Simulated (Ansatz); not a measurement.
One change: `C#COC(=O)OC` becomes `COC=O`.

Ansatz, PBE0-D4/def2-TZVP geometries, multiplicity 1. Each molecule was computed in one conformer, which needn't be the lowest.

```tsv
property	`C#COC(=O)OC`
HOMO–LUMO gap (B3LYP/def2-TZVPP) / eV	7.40
LUMO energy (PBE0/def2-TZVPP) / eV	0.24
size of the dipole moment (B3LYP/def2-TZVPP) / D	2.11
LUMO energy (PBE/def2-TZVPP) / eV	-0.90
HOMO–LUMO gap (PBE/def2-TZVPP) / eV	5.51
LUMO energy (ωB97M-V/def2-TZVPP) / eV	2.55
```

Q: What does the change do to each property? (Estimate.)

A: The calculation gave: 
| property | `COC=O` | shift |
| --- | --- | --- |
| HOMO–LUMO gap (B3LYP/def2-TZVPP) / eV | 7.85 | 0.45 |
| LUMO energy (PBE0/def2-TZVPP) / eV | 0.07 | -0.17 |
| size of the dipole moment (B3LYP/def2-TZVPP) / D | 1.92 | -0.19 |
| LUMO energy (PBE/def2-TZVPP) / eV | -1.10 | -0.20 |
| HOMO–LUMO gap (PBE/def2-TZVPP) / eV | 5.55 | 0.04 |
| LUMO energy (ωB97M-V/def2-TZVPP) / eV | 2.38 | -0.17 |

With PBE0 the HOMO falls by 0.65 eV and the LUMO falls by 0.17 eV, so the gap widens by about 0.48 eV. PBE moves the HOMO by -0.24 eV and ωB97M-V by -0.84 eV. The zero-point energy changes by -36.6 kJ/mol with -9 modes. Dipoles are sizes alone; their direction can turn.

B3LYP here is the variant with VWN-RPA as its local correlation; programs differ in this.
